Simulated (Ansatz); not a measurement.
Relaxation of BClH5NO (9 atoms, charge 0, multiplicity 1), to a largest force component of 0.03 eV/Å in at most 50 steps.

Computed with RKS PBE-D4/6-31G* in Ansatz 0.2.0.

```xyz
9
Properties=species:S:1:pos:R:3
B 0.066 -0.170 0.223
N 0.004 -0.335 1.707
H -0.808 -0.708 2.198
H 0.863 -0.410 2.246
H 1.128 0.097 -0.273
O -1.015 -0.334 -0.599
H -1.835 -0.547 -0.112
Cl -0.468 2.840 0.541
H -0.276 1.882 1.459
```

Q: Where does it end, and by what steps?

A: The run converged. After 8 steps the energy has fallen by 0.292 eV; Cl8 moved furthest, 0.93 Å.

```csv
step,energy less start (eV),largest force component (eV/Å),accepted
0,0.0000,1.719,yes
1,-0.1091,0.973,yes
2,-0.1926,0.327,yes
3,-0.2429,0.276,yes
4,-0.2747,0.256,yes
5,-0.2408,0.989,no
6,-0.2868,0.116,yes
7,-0.2910,0.064,yes
8,-0.2920,0.022,yes
```

```xyz
9
Properties=species:S:1:pos:R:3
B 0.111 -0.429 0.131
N -0.004 -0.012 1.511
H -0.838 -0.221 2.065
H 0.837 -0.040 2.089
H 1.202 -0.482 -0.372
O -0.962 -0.713 -0.667
H -1.824 -0.612 -0.216
Cl -0.593 3.068 1.430
H -0.270 1.758 1.418
```

Whether the end is a true minimum wasn't checked by a vibrational analysis.

Time of the run: 16 s on 1 thread of Intel(R) Xeon(R) Platinum 8488C (Sapphire Rapids) (shared host), peak memory 0.17 GiB.
